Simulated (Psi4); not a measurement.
BiF2 (SMILES [F][Bi+][F]), charge +1, singlet, at a GFN2-xTB geometry (such geometries of metal compounds can be far from the true shape) (core potentials on Bi); HF/def2-TZVPP (Psi4 1.11).

Here is a job for Psi4.
```
memory 2 GB

molecule {
1 1
Bi    0.21401065    0.09550529    0.08737795
F    -1.10376564    0.60339354   -1.25736162
F    -0.86988811   -1.48416454    0.45154277
}

set {
  basis def2-tzvpp
}

energy('scf')
print_variables()
```

### Question
Write the output that Psi4 gives for this input, abridged.

### Answer

```
   => Loading Basis Set <=

    Name: DEF2-TZVPP
    Role: ORBITAL
    Keyword: BASIS

    !!!  WARNING: ECP capability is in beta. Please check occupations closely.  !!!

         ---------------------------------------------------------
                                   SCF
               by Justin Turney, Rob Parrish, Andy Simmonett
                          and Daniel G. A. Smith
                              RHF Reference
         ---------------------------------------------------------

  ==> Geometry <==

    Molecular point group: cs
    Full point group: Cs

    Geometry (in Angstrom), charge = 1, multiplicity = 1:

       Center              X                  Y                   Z               Mass
    ------------   -----------------  -----------------  -----------------  -----------------
         BI           0.193477614088     0.095834524708     0.000000000000   208.980399100000
         F           -1.665090012566     0.686203657753     0.000000000000    18.998403162730
         F           -0.463143011164    -1.740373160812     0.000000000000    18.998403162730

  Running in cs symmetry.

  Rotational constants: A =      0.26621  B =      0.24201  C =      0.12677 [cm^-1]
  Rotational constants: A =   7980.85996  B =   7255.23149  C =   3800.38324 [MHz]
  Nuclear repulsion =  128.172577491133694

  Charge       = 1
  Multiplicity = 1
  Electrons    = 40
  Nalpha       = 20
  Nbeta        = 20

  ==> Algorithm <==

  SCF Algorithm Type is DF.
  DIIS enabled.
  MOM disabled.
  Fractional occupation disabled.
  Guess Type is SAD.
  Energy threshold   = 1.00e-06
  Density threshold  = 1.00e-06
  Integral threshold = 1.00e-12

  ==> Primary Basis <==

  Basis Set: DEF2-TZVPP
    Blend: DEF2-TZVPP
    Number of shells: 38
    Number of basis functions: 112
    Number of Cartesian functions: 131
    Spherical Harmonics?: true
    Max angular momentum: 3

  Core potential: DEF2-TZVPP
    Number of shells: 4
    Number of ECP primitives: 18
    Number of ECP core electrons: 60
    Max angular momentum: 3

   => Loading Basis Set <=

    Name: (DEF2-TZVPP AUX)
    Role: JKFIT
    Keyword: DF_BASIS_SCF

  ==> Integral Setup <==

  SCF_SUBTYPE=INCORE selected. In-core MEM_DF algorithm will be used.
  Using in-core AOs.

  ==> MemDFJK: Density-Fitted J/K Matrices <==

    J tasked:                   Yes
    K tasked:                   Yes
    wK tasked:                   No
    Algorithm:                 Core
    Schwarz Cutoff:           1E-12
[...]
   @DF-RHF iter   1:  -412.13151973597354   -2.22139e+00   7.03866e-03 DIIS/ADIIS
   @DF-RHF iter   2:  -412.19476118024772   -6.32414e-02   5.89455e-03 DIIS/ADIIS
   @DF-RHF iter   3:  -412.26030611576624   -6.55449e-02   5.01718e-04 DIIS/ADIIS
   @DF-RHF iter   4:  -412.26119724278141   -8.91127e-04   2.03982e-04 DIIS/ADIIS
   @DF-RHF iter   5:  -412.26141867620089   -2.21433e-04   4.97215e-05 DIIS
   @DF-RHF iter   6:  -412.26143896024496   -2.02840e-05   2.45803e-05 DIIS
   @DF-RHF iter   7:  -412.26144237312775   -3.41288e-06   7.88728e-06 DIIS
   @DF-RHF iter   8:  -412.26144295873627   -5.85609e-07   2.89887e-06 DIIS
   @DF-RHF iter   9:  -412.26144301316441   -5.44281e-08   8.01520e-07 DIIS
  Energy and wave function converged.

  ==> Post-Iterations <==

    Orbital Energies [Eh]
    ---------------------

    Doubly Occupied:

[...]
    Virtual:

[...]
    Final Occupation by Irrep:
             Ap   App
    DOCC [    15,    5 ]
    NA   [    15,    5 ]
    NB   [    15,    5 ]

  @DF-RHF Final Energy:  -412.26144301316441

   => Energetics <=

    Nuclear Repulsion Energy =            128.1725774911336941
    One-Electron Energy =                -896.9745997883144355
    Two-Electron Energy =                 356.5405792840163599
    Total Energy =                       -412.2614430131644099

Computation Completed

Properties will be evaluated at   0.000000,   0.000000,   0.000000 [a0]

Properties computed using the SCF density matrix

 Multipole Moments:

 ------------------------------------------------------------------------------------
     Multipole            Electronic (a.u.)      Nuclear  (a.u.)        Total (a.u.)
 ------------------------------------------------------------------------------------

 L = 1.  Multiply by 2.5417464519 to convert [e a0] to [Debye]
 Dipole X            :         29.7101607          -27.7867448            1.9234159
 Dipole Y            :         14.7162262          -13.7635017            0.9527244
 Dipole Z            :          0.0000000            0.0000000            0.0000000
 Magnitude           :                                                    2.1464418

 ------------------------------------------------------------------------------------

  Variable Map:
  ----------------------------------------------------------------------------
[...]
  Array Variable Map:
  ----------------------------------------------------------------------------
[...]
[...]
```
